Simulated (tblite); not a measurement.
Record of a relaxation.

Compound: C4H10N2Si3.
SMILES with atom numbers: `[CH:1]#[C:2][C:3]#[C:4][Si@H:5]([NH:6][SiH3:7])[SiH2:8][NH2:9]` (hydrogens: H10 on C1; H11 on Si5; H12 on N6; H13, H14, H15 on Si7; H16, H17 on Si8; H18, H19 on N9)

Computed with GFN2-xTB (tblite), gas phase: L-BFGS steps from a force-field or distance-geometry start until the largest atomic force falls under 0.01 eV/Å. 9 of its 127 geometries are shown.

Step 0: E = -668.7743 eV, largest atomic force 2.518 eV/Å
```
atom  x, y, z in Å  |  force x, y, z in eV/Å
C1      3.963    3.301    0.092   -1.690  -1.262   0.279
C2      2.987    2.577    0.248   -0.015  -0.076   0.122
C3      1.880    1.725    0.474    1.962   1.511  -0.455
C4      0.926    0.999    0.641    0.193   0.049   0.172
Si5    -0.482   -0.143    0.942    0.575  -0.804   1.152
N6      0.101   -1.829    1.200    1.441   0.806  -0.488
Si7     0.406   -2.653   -0.359    0.214  -0.444   0.603
Si8    -1.851   -0.011   -0.794   -1.560   0.810  -0.811
N9     -3.125    1.181   -0.392    0.147  -1.440   0.186
H10     4.798    3.924   -0.047   -0.123  -0.077  -0.004
H11    -1.167    0.288    2.160    0.164  -0.061   0.434
H12     0.969   -1.819    1.821   -1.617  -0.232  -0.989
H13     1.718   -2.298   -0.922   -0.077   0.087   0.049
H14     0.420   -4.128   -0.190   -0.064   0.387   0.222
H15    -0.648   -2.312   -1.326    0.423  -0.239   0.202
H16    -2.424   -1.331   -1.103   -0.338   0.162  -0.121
H17    -1.122    0.438   -1.979   -0.201   0.113  -0.190
H18    -3.436    0.945    0.577   -0.094   0.578  -1.210
H19    -3.924    1.155   -1.050    0.659   0.132   0.849
```

Step 16: E = -669.6044 eV, largest atomic force 0.259 eV/Å
```
atom  x, y, z in Å  |  force x, y, z in eV/Å
C1      3.939    3.279    0.088    0.005  -0.003   0.010
C2      2.991    2.555    0.263    0.040   0.076   0.079
C3      1.919    1.761    0.506   -0.036   0.008  -0.019
C4      0.941    1.093    0.773   -0.108  -0.127  -0.098
Si5    -0.473   -0.102    0.944   -0.119   0.022   0.086
N6      0.191   -1.719    0.961   -0.017   0.158   0.050
Si7     0.570   -2.723   -0.396   -0.059   0.062   0.214
Si8    -1.960   -0.030   -0.825    0.027   0.078   0.009
N9     -3.161    1.129   -0.386    0.003   0.006   0.021
H10     4.763    3.908   -0.060    0.050   0.020  -0.048
H11    -0.933    0.131    2.346    0.012  -0.075  -0.219
H12     0.699   -1.924    1.810   -0.020  -0.097  -0.125
H13     1.873   -2.403   -0.968    0.145  -0.016  -0.055
H14     0.501   -4.085    0.107    0.101  -0.228   0.069
H15    -0.485   -2.495   -1.370    0.017  -0.018  -0.131
H16    -2.587   -1.301   -1.252    0.002   0.007   0.111
H17    -1.368    0.509   -2.060    0.001   0.030   0.002
H18    -3.523    1.125    0.554   -0.061   0.040  -0.044
H19    -3.906    1.301   -1.043    0.017   0.058   0.086
```

Step 32: E = -669.6668 eV, largest atomic force 0.115 eV/Å
```
atom  x, y, z in Å  |  force x, y, z in eV/Å
C1      3.933    3.282    0.102   -0.015  -0.006  -0.009
C2      2.965    2.594    0.307    0.037   0.020  -0.005
C3      1.888    1.796    0.524   -0.003  -0.006  -0.045
C4      0.922    1.079    0.694   -0.002  -0.012   0.025
Si5    -0.482   -0.118    0.882   -0.001  -0.024   0.069
N6      0.183   -1.734    0.899    0.012   0.015   0.035
Si7     0.649   -2.795   -0.386   -0.029   0.023   0.073
Si8    -2.012    0.033   -0.820    0.003   0.015  -0.005
N9     -3.189    1.207   -0.359   -0.004   0.047   0.030
H10     4.771    3.883   -0.087    0.002   0.013   0.019
H11    -0.944    0.076    2.277    0.006  -0.001  -0.036
H12     0.615   -1.968    1.781   -0.002  -0.017  -0.046
H13     1.980   -2.493   -0.926    0.011   0.012   0.013
H14     0.643   -4.137    0.205    0.012  -0.006  -0.029
H15    -0.356   -2.639   -1.434    0.024  -0.019  -0.004
H16    -2.621   -1.267   -1.147   -0.067  -0.080  -0.048
H17    -1.465    0.567   -2.070   -0.006   0.013  -0.066
H18    -3.581    1.187    0.568   -0.002  -0.002   0.044
H19    -3.910    1.455   -1.017    0.025   0.015  -0.016
```

Step 47: E = -669.6779 eV, largest atomic force 0.078 eV/Å
```
atom  x, y, z in Å  |  force x, y, z in eV/Å
C1      3.920    3.287    0.102    0.013   0.016   0.004
C2      2.953    2.588    0.276   -0.044  -0.041   0.026
C3      1.879    1.781    0.478   -0.002  -0.002  -0.027
C4      0.918    1.061    0.664   -0.013  -0.024  -0.002
Si5    -0.491   -0.136    0.857    0.031   0.015  -0.055
N6      0.167   -1.754    0.902    0.008  -0.028   0.011
Si7     0.683   -2.815   -0.362    0.032   0.012  -0.037
Si8    -2.041    0.028   -0.832   -0.045  -0.040  -0.049
N9     -3.158    1.240   -0.320    0.031   0.007   0.001
H10     4.757    3.900   -0.048   -0.003   0.006  -0.008
H11    -0.967    0.072    2.240   -0.003   0.015   0.048
H12     0.594   -1.977    1.788   -0.013  -0.004   0.012
H13     2.023   -2.471   -0.858   -0.009  -0.007   0.007
H14     0.703   -4.165    0.211   -0.007   0.037   0.004
H15    -0.289   -2.690   -1.446   -0.001   0.007   0.021
H16    -2.707   -1.250   -1.170    0.012   0.001   0.022
H17    -1.544    0.557   -2.108    0.032   0.007  -0.004
H18    -3.565    1.189    0.600   -0.014   0.018  -0.035
H19    -3.845    1.565   -0.982   -0.005   0.007   0.060
```

Step 63: E = -669.6817 eV, largest atomic force 0.026 eV/Å
```
atom  x, y, z in Å  |  force x, y, z in eV/Å
C1      3.898    3.287    0.107    0.011   0.009   0.001
C2      2.939    2.573    0.264   -0.008  -0.009   0.002
C3      1.869    1.757    0.447    0.001   0.005  -0.007
C4      0.910    1.033    0.624   -0.015  -0.010   0.007
Si5    -0.503   -0.153    0.838    0.005  -0.008  -0.001
N6      0.157   -1.769    0.907   -0.018   0.000  -0.018
Si7     0.712   -2.812   -0.355    0.010   0.000  -0.014
Si8    -2.060    0.017   -0.846    0.007  -0.011   0.012
N9     -3.132    1.258   -0.306    0.014   0.006   0.009
H10     4.729    3.910   -0.028    0.008   0.012  -0.006
H11    -0.964    0.083    2.225    0.003  -0.006  -0.008
H12     0.555   -1.995    1.804    0.001  -0.007   0.021
H13     2.054   -2.457   -0.836   -0.018   0.001   0.012
H14     0.735   -4.159    0.221    0.001   0.010  -0.009
H15    -0.254   -2.689   -1.446    0.006   0.001   0.007
H16    -2.752   -1.249   -1.171    0.001   0.003   0.006
H17    -1.556    0.538   -2.123    0.004  -0.001   0.000
H18    -3.536    1.201    0.614    0.002   0.008   0.009
H19    -3.812    1.635   -0.946   -0.013  -0.002  -0.022
```

Step 79: E = -669.6843 eV, largest atomic force 0.022 eV/Å
```
atom  x, y, z in Å  |  force x, y, z in eV/Å
C1      3.872    3.301    0.096   -0.013  -0.008  -0.001
C2      2.923    2.571    0.240    0.019   0.004   0.010
C3      1.865    1.740    0.425   -0.007  -0.003   0.003
C4      0.920    1.000    0.615    0.010   0.008   0.010
Si5    -0.499   -0.173    0.847   -0.017  -0.005   0.012
N6      0.122   -1.804    0.915    0.000  -0.007   0.007
Si7     0.727   -2.801   -0.360   -0.003  -0.004   0.010
Si8    -2.062    0.008   -0.829    0.008   0.016  -0.002
N9     -3.100    1.291   -0.320   -0.004   0.002  -0.003
H10     4.695    3.938   -0.031   -0.011  -0.004  -0.009
H11    -0.952    0.069    2.236    0.007   0.004   0.000
H12     0.462   -2.070    1.827    0.000   0.007  -0.019
H13     2.071   -2.404   -0.796    0.012   0.010  -0.010
H14     0.769   -4.162    0.180   -0.006  -0.008   0.002
H15    -0.218   -2.669   -1.466    0.006   0.002  -0.006
H16    -2.790   -1.244   -1.126    0.003  -0.003   0.001
H17    -1.542    0.493   -2.115   -0.006  -0.017  -0.007
H18    -3.474    1.293    0.615    0.003   0.000  -0.002
H19    -3.799    1.633   -0.960    0.003   0.007   0.003
```

Step 94: E = -669.6858 eV, largest atomic force 0.025 eV/Å
```
atom  x, y, z in Å  |  force x, y, z in eV/Å
C1      3.849    3.303    0.082   -0.002   0.001  -0.004
C2      2.915    2.560    0.250   -0.008  -0.005   0.003
C3      1.864    1.722    0.447   -0.008   0.002  -0.002
C4      0.920    0.982    0.640   -0.003   0.000   0.004
Si5    -0.508   -0.184    0.860    0.021  -0.006  -0.013
N6      0.096   -1.822    0.912    0.019   0.000   0.004
Si7     0.739   -2.792   -0.367    0.015   0.015   0.001
Si8    -2.064    0.002   -0.823   -0.016  -0.007   0.008
N9     -3.072    1.316   -0.334   -0.001  -0.005   0.009
H10     4.658    3.953   -0.068    0.004  -0.003   0.000
H11    -0.952    0.058    2.251   -0.009  -0.009   0.001
H12     0.423   -2.102    1.823   -0.004   0.003  -0.005
H13     2.088   -2.371   -0.769   -0.018  -0.005   0.002
H14     0.784   -4.159    0.155   -0.004  -0.005  -0.001
H15    -0.181   -2.655   -1.495    0.003   0.006   0.007
H16    -2.816   -1.246   -1.082    0.005   0.015   0.002
H17    -1.549    0.441   -2.126    0.005  -0.007  -0.002
H18    -3.430    1.347    0.607   -0.001   0.006  -0.013
H19    -3.774    1.657   -0.971    0.003   0.005   0.000
```

Step 110: E = -669.6874 eV, largest atomic force 0.023 eV/Å
```
atom  x, y, z in Å  |  force x, y, z in eV/Å
C1      3.817    3.298    0.060   -0.003   0.009  -0.016
C2      2.889    2.554    0.255   -0.017  -0.009   0.007
C3      1.843    1.714    0.475    0.009   0.009  -0.007
C4      0.905    0.972    0.683   -0.022  -0.008   0.000
Si5    -0.517   -0.206    0.880   -0.001  -0.002   0.002
N6      0.104   -1.838    0.917    0.000   0.002  -0.007
Si7     0.764   -2.775   -0.376   -0.003  -0.005  -0.002
Si8    -2.071   -0.013   -0.805   -0.001  -0.006   0.005
N9     -3.031    1.349   -0.354    0.009   0.012   0.001
H10     4.618    3.950   -0.121    0.001  -0.011   0.014
H11    -0.988    0.007    2.267    0.011   0.005   0.007
H12     0.406   -2.139    1.830    0.007   0.005  -0.010
H13     2.118   -2.349   -0.752    0.001   0.002   0.006
H14     0.795   -4.158    0.106    0.002  -0.005   0.004
H15    -0.142   -2.601   -1.510   -0.002   0.003  -0.004
H16    -2.871   -1.239   -1.022    0.002  -0.005   0.001
H17    -1.547    0.359   -2.126    0.000   0.005   0.007
H18    -3.386    1.423    0.585    0.001   0.002  -0.005
H19    -3.717    1.703   -1.001    0.004  -0.004  -0.004
```

Step 126: E = -669.6888 eV, largest atomic force 0.008 eV/Å
```
atom  x, y, z in Å  |  force x, y, z in eV/Å
C1      3.774    3.287    0.038   -0.002  -0.001   0.003
C2      2.844    2.551    0.250    0.005   0.001  -0.004
C3      1.801    1.712    0.481    0.002   0.003   0.001
C4      0.870    0.966    0.708    0.003  -0.001   0.001
Si5    -0.534   -0.232    0.907   -0.004   0.001   0.001
N6      0.108   -1.856    0.918    0.001   0.001   0.000
Si7     0.787   -2.764   -0.386   -0.002  -0.005  -0.001
Si8    -2.081   -0.029   -0.782   -0.008   0.002  -0.001
N9     -2.982    1.387   -0.375    0.001   0.000   0.001
H10     4.582    3.930   -0.144   -0.001   0.003   0.002
H11    -0.993   -0.038    2.300    0.001   0.000   0.001
H12     0.420   -2.165    1.825    0.000   0.003  -0.002
H13     2.149   -2.333   -0.724    0.000  -0.001  -0.001
H14     0.805   -4.158    0.061    0.001  -0.001   0.000
H15    -0.100   -2.557   -1.530    0.000   0.000   0.000
H16    -2.926   -1.230   -0.963    0.000  -0.001   0.000
H17    -1.544    0.289   -2.112    0.000  -0.004   0.005
H18    -3.343    1.502    0.558    0.003   0.000  -0.005
H19    -3.647    1.750   -1.038   -0.001   0.001  -0.001
```

Question: Summarise the path.

Answer: The energy falls by 0.9145 eV from step 0 to step 126; nine tenths of that is first reached at step 16. It falls at every step. The largest force goes from 2.518 to 0.008 eV/Å. Among the bonds Si5–Si8 changes most, from 2.214 to 2.299 Å; the atoms move by 0.408 Å rms after alignment.

Question: Follow the three bonds and two angles with the largest change from start to end.

Answer: 
```json
{"step": "0", "E above end (eV)": "0.9145", "largest force (eV/Å)": "2.518", "Si5–Si8 (Å)": "2.214", "Si8–N9 (Å)": "1.790", "N6–Si7 (Å)": "1.789", "Si5–N6–Si7 (°)": "111.2", "Si8–N9–H18 (°)": "105.7"}
{"step": "5", "E above end (eV)": "0.4186", "largest force (eV/Å)": "0.912", "Si5–Si8 (Å)": "2.277", "Si8–N9 (Å)": "1.728", "N6–Si7 (Å)": "1.739", "Si5–N6–Si7 (°)": "117.3", "Si8–N9–H18 (°)": "112.4"}
{"step": "11", "E above end (eV)": "0.1751", "largest force (eV/Å)": "0.466", "Si5–Si8 (Å)": "2.301", "Si8–N9 (Å)": "1.723", "N6–Si7 (Å)": "1.731", "Si5–N6–Si7 (°)": "128.2", "Si8–N9–H18 (°)": "120.3"}
{"step": "16", "E above end (eV)": "0.0844", "largest force (eV/Å)": "0.259", "Si5–Si8 (Å)": "2.312", "Si8–N9 (Å)": "1.726", "N6–Si7 (Å)": "1.730", "Si5–N6–Si7 (°)": "127.8", "Si8–N9–H18 (°)": "119.0"}
{"step": "22", "E above end (eV)": "0.0459", "largest force (eV/Å)": "0.232", "Si5–Si8 (Å)": "2.296", "Si8–N9 (Å)": "1.724", "N6–Si7 (Å)": "1.727", "Si5–N6–Si7 (°)": "129.4", "Si8–N9–H18 (°)": "120.1"}
{"step": "27", "E above end (eV)": "0.0303", "largest force (eV/Å)": "0.141", "Si5–Si8 (Å)": "2.304", "Si8–N9 (Å)": "1.729", "N6–Si7 (Å)": "1.727", "Si5–N6–Si7 (°)": "131.7", "Si8–N9–H18 (°)": "120.4"}
{"step": "33", "E above end (eV)": "0.0205", "largest force (eV/Å)": "0.113", "Si5–Si8 (Å)": "2.296", "Si8–N9 (Å)": "1.726", "N6–Si7 (Å)": "1.730", "Si5–N6–Si7 (°)": "131.6", "Si8–N9–H18 (°)": "119.8"}
{"step": "38", "E above end (eV)": "0.0168", "largest force (eV/Å)": "0.106", "Si5–Si8 (Å)": "2.300", "Si8–N9 (Å)": "1.728", "N6–Si7 (Å)": "1.728", "Si5–N6–Si7 (°)": "132.0", "Si8–N9–H18 (°)": "120.1"}
{"step": "44", "E above end (eV)": "0.0127", "largest force (eV/Å)": "0.090", "Si5–Si8 (Å)": "2.302", "Si8–N9 (Å)": "1.727", "N6–Si7 (Å)": "1.731", "Si5–N6–Si7 (°)": "131.3", "Si8–N9–H18 (°)": "119.9"}
{"step": "49", "E above end (eV)": "0.0094", "largest force (eV/Å)": "0.055", "Si5–Si8 (Å)": "2.297", "Si8–N9 (Å)": "1.726", "N6–Si7 (Å)": "1.727", "Si5–N6–Si7 (°)": "131.4", "Si8–N9–H18 (°)": "119.9"}
{"step": "55", "E above end (eV)": "0.0078", "largest force (eV/Å)": "0.021", "Si5–Si8 (Å)": "2.299", "Si8–N9 (Å)": "1.728", "N6–Si7 (Å)": "1.728", "Si5–N6–Si7 (°)": "130.6", "Si8–N9–H18 (°)": "119.6"}
{"step": "60", "E above end (eV)": "0.0073", "largest force (eV/Å)": "0.017", "Si5–Si8 (Å)": "2.300", "Si8–N9 (Å)": "1.727", "N6–Si7 (Å)": "1.728", "Si5–N6–Si7 (°)": "130.5", "Si8–N9–H18 (°)": "119.4"}
{"step": "66", "E above end (eV)": "0.0067", "largest force (eV/Å)": "0.023", "Si5–Si8 (Å)": "2.299", "Si8–N9 (Å)": "1.727", "N6–Si7 (Å)": "1.729", "Si5–N6–Si7 (°)": "130.3", "Si8–N9–H18 (°)": "119.7"}
{"step": "71", "E above end (eV)": "0.0058", "largest force (eV/Å)": "0.045", "Si5–Si8 (Å)": "2.297", "Si8–N9 (Å)": "1.727", "N6–Si7 (Å)": "1.729", "Si5–N6–Si7 (°)": "130.0", "Si8–N9–H18 (°)": "119.8"}
{"step": "77", "E above end (eV)": "0.0046", "largest force (eV/Å)": "0.025", "Si5–Si8 (Å)": "2.299", "Si8–N9 (Å)": "1.727", "N6–Si7 (Å)": "1.728", "Si5–N6–Si7 (°)": "129.5", "Si8–N9–H18 (°)": "120.1"}
{"step": "82", "E above end (eV)": "0.0040", "largest force (eV/Å)": "0.029", "Si5–Si8 (Å)": "2.300", "Si8–N9 (Å)": "1.727", "N6–Si7 (Å)": "1.729", "Si5–N6–Si7 (°)": "129.3", "Si8–N9–H18 (°)": "119.7"}
{"step": "88", "E above end (eV)": "0.0035", "largest force (eV/Å)": "0.019", "Si5–Si8 (Å)": "2.299", "Si8–N9 (Å)": "1.727", "N6–Si7 (Å)": "1.728", "Si5–N6–Si7 (°)": "129.2", "Si8–N9–H18 (°)": "119.9"}
{"step": "93", "E above end (eV)": "0.0031", "largest force (eV/Å)": "0.027", "Si5–Si8 (Å)": "2.299", "Si8–N9 (Å)": "1.727", "N6–Si7 (Å)": "1.729", "Si5–N6–Si7 (°)": "129.3", "Si8–N9–H18 (°)": "119.6"}
{"step": "99", "E above end (eV)": "0.0026", "largest force (eV/Å)": "0.026", "Si5–Si8 (Å)": "2.299", "Si8–N9 (Å)": "1.726", "N6–Si7 (Å)": "1.728", "Si5–N6–Si7 (°)": "128.9", "Si8–N9–H18 (°)": "119.9"}
{"step": "104", "E above end (eV)": "0.0021", "largest force (eV/Å)": "0.028", "Si5–Si8 (Å)": "2.299", "Si8–N9 (Å)": "1.727", "N6–Si7 (Å)": "1.728", "Si5–N6–Si7 (°)": "129.1", "Si8–N9–H18 (°)": "119.9"}
{"step": "110", "E above end (eV)": "0.0014", "largest force (eV/Å)": "0.023", "Si5–Si8 (Å)": "2.301", "Si8–N9 (Å)": "1.727", "N6–Si7 (Å)": "1.728", "Si5–N6–Si7 (°)": "128.8", "Si8–N9–H18 (°)": "119.8"}
{"step": "115", "E above end (eV)": "0.0005", "largest force (eV/Å)": "0.029", "Si5–Si8 (Å)": "2.300", "Si8–N9 (Å)": "1.727", "N6–Si7 (Å)": "1.728", "Si5–N6–Si7 (°)": "128.9", "Si8–N9–H18 (°)": "119.3"}
{"step": "121", "E above end (eV)": "0.0001", "largest force (eV/Å)": "0.015", "Si5–Si8 (Å)": "2.300", "Si8–N9 (Å)": "1.726", "N6–Si7 (Å)": "1.728", "Si5–N6–Si7 (°)": "128.8", "Si8–N9–H18 (°)": "119.9"}
{"step": "126", "E above end (eV)": "0.0000", "largest force (eV/Å)": "0.008", "Si5–Si8 (Å)": "2.299", "Si8–N9 (Å)": "1.727", "N6–Si7 (Å)": "1.728", "Si5–N6–Si7 (°)": "128.9", "Si8–N9–H18 (°)": "119.9"}
```

The cost below is that of the whole relaxation. Hardware: one thread of an Arm Neoverse N1 (shared host). Cost: 2.4 s of wall time.
